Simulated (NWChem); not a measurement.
System: C4H7N; SMILES C(N)CC#C

NWChem input:

```
start job
memory heap 200 mb stack 900 mb global 1100 mb
geometry units angstroms
  C      2.077499     0.177497    -0.730159
  C      1.183973    -0.219144    -0.039836
  C      0.061035    -0.682533     0.749215
  C     -1.265549    -0.417707     0.026791
  N     -1.523728     1.012322    -0.001659
  H      2.879404     0.516462    -1.315209
  H      0.052123    -0.154371     1.705596
  H      0.172098    -1.753761     0.936165
  H     -1.225330    -0.877771    -0.976190
  H     -2.080131    -0.890411     0.584408
  H     -2.376434     1.211595    -0.512892
  H     -0.758323     1.487493    -0.470453
end
basis spherical
  * library def2-svp
end
dft
  xc xpbe96 cpbe96
  disp vdw 4
  iterations 150
end
driver
  maxiter 120
end
task dft optimize
task dft freq
```

NWChem printed, in part:

```
             Northwest Computational Chemistry Package (NWChem) 7.3.0
             --------------------------------------------------------

 C1  symmetry detected

                             Geometry "geometry" -> ""
                             -------------------------

 Output coordinates in angstroms (scale by  1.889725989 to convert to a.u.)

  No.       Tag          Charge          X              Y              Z
 ---- ---------------- ---------- -------------- -------------- --------------
    1 C                    6.0000     0.56818957    -2.17476823    -0.11367861
    2 C                    6.0000    -0.14624591    -1.23521286     0.08399865
    3 C                    6.0000    -0.97234757    -0.06253415     0.28574428
    4 C                    6.0000    -0.37450428     1.15986745    -0.42148417
    5 N                    7.0000     0.84431675     1.56437818     0.25917367
    6 H                    1.0000     1.17650141    -3.01459443    -0.27141591
    7 H                    1.0000    -1.04061856     0.14866960     1.35552518
    8 H                    1.0000    -1.97516376    -0.25952300    -0.10203116
    9 H                    1.0000    -0.22344729     0.91822440    -1.48827270
   10 H                    1.0000    -1.08101518     1.99347214    -0.35923318
   11 H                    1.0000     1.27827470     2.34615678    -0.21903044
   12 H                    1.0000     1.50470058     0.79283400     0.26276168

 Effective nuclear repulsion energy (a.u.)     159.0056214130

                                Z-matrix (autoz)
                                --------

 Units are Angstrom for bonds and degrees for angles

[...]

      ----------------------
      Optimization converged
      ----------------------

  Step       Energy      Delta E   Gmax     Grms     Xrms     Xmax
  ---- ---------------- -------- -------- -------- -------- --------
@   13    -210.88312083 -7.4D-08  0.00004  0.00001  0.00034  0.00087
                                     ok       ok       ok       ok

                                Z-matrix (autoz)
                                --------

 Units are Angstrom for bonds and degrees for angles

[...]

 Rotational Constants
 --------------------
 A=   0.347971 cm-1  (  0.500642 K)
 B=   0.106818 cm-1  (  0.153684 K)
 C=   0.088678 cm-1  (  0.127585 K)

 Temperature                      =   298.15K
 frequency scaling parameter      =   1.0000

 Zero-Point correction to Energy  =   62.448 kcal/mol  (  0.099517 au)
 Thermal correction to Energy     =   66.296 kcal/mol  (  0.105649 au)
 Thermal correction to Enthalpy   =   66.888 kcal/mol  (  0.106592 au)

 Total Entropy                    =   75.846 cal/mol-K
   - Translational                =   38.597 cal/mol-K (mol. weight =  69.0578)
   - Rotational                   =   25.684 cal/mol-K (symmetry #  =        1)
   - Vibrational                  =   11.565 cal/mol-K

 Cv (constant volume heat capacity) =   21.589 cal/mol-K
   - Translational                  =    2.979 cal/mol-K
   - Rotational                     =    2.979 cal/mol-K
   - Vibrational                    =   15.630 cal/mol-K

[normal modes left out]

 ----------------------------------------------------------------------------
 Normal Eigenvalue ||           Projected Infra Red Intensities
  Mode   [cm**-1]  || [atomic units] [(debye/angs)**2] [(KM/mol)] [arbitrary]
 ------ ---------- || -------------- ----------------- ---------- -----------
    1       -0.000 ||    0.000065           0.001         0.063       0.037
    2       -0.000 ||    0.000319           0.007         0.311       0.184
    3       -0.000 ||    0.000442           0.010         0.431       0.255
    4        0.000 ||    0.000055           0.001         0.054       0.032
    5        0.000 ||    0.000002           0.000         0.002       0.001
    6        0.000 ||    0.000641           0.015         0.625       0.370
    7      114.680 ||    0.000320           0.007         0.312       0.185
    8      187.398 ||    0.006707           0.155         6.538       3.870
    9      274.450 ||    0.053465           1.233        52.120      30.851
   10      344.042 ||    0.004484           0.103         4.371       2.587
   11      382.858 ||    0.012350           0.285        12.040       7.126
   12      542.676 ||    0.008181           0.189         7.975       4.720
   13      635.832 ||    0.038636           0.891        37.664      22.294
   14      651.043 ||    0.038220           0.882        37.259      22.054
   15      815.555 ||    0.116552           2.689       113.620      67.253
   16      818.271 ||    0.002003           0.046         1.953       1.156
   17      860.643 ||    0.026278           0.606        25.617      15.163
   18      975.392 ||    0.000952           0.022         0.928       0.549
   19     1033.922 ||    0.012126           0.280        11.821       6.997
   20     1104.164 ||    0.004714           0.109         4.596       2.720
   21     1133.054 ||    0.001250           0.029         1.219       0.722
   22     1181.490 ||    0.001925           0.044         1.876       1.111
   23     1288.675 ||    0.002229           0.051         2.173       1.286
   24     1293.960 ||    0.008843           0.204         8.621       5.103
   25     1368.317 ||    0.014996           0.346        14.619       8.653
   26     1374.042 ||    0.008715           0.201         8.496       5.029
   27     1441.503 ||    0.003694           0.085         3.601       2.131
   28     1578.336 ||    0.028268           0.652        27.557      16.312
   29     2162.673 ||    0.006932           0.160         6.758       4.000
   30     2867.599 ||    0.092638           2.137        90.308      53.454
   31     2967.159 ||    0.007855           0.181         7.658       4.533
   32     2995.405 ||    0.040096           0.925        39.088      23.137
   33     3019.202 ||    0.007103           0.164         6.924       4.099
   34     3398.000 ||    0.001333           0.031         1.299       0.769
   35     3409.029 ||    0.069998           1.615        68.238      40.391
   36     3484.356 ||    0.001501           0.035         1.464       0.866
 ----------------------------------------------------------------------------
```

Level: PBE-D3(BJ)/def2-SVP.
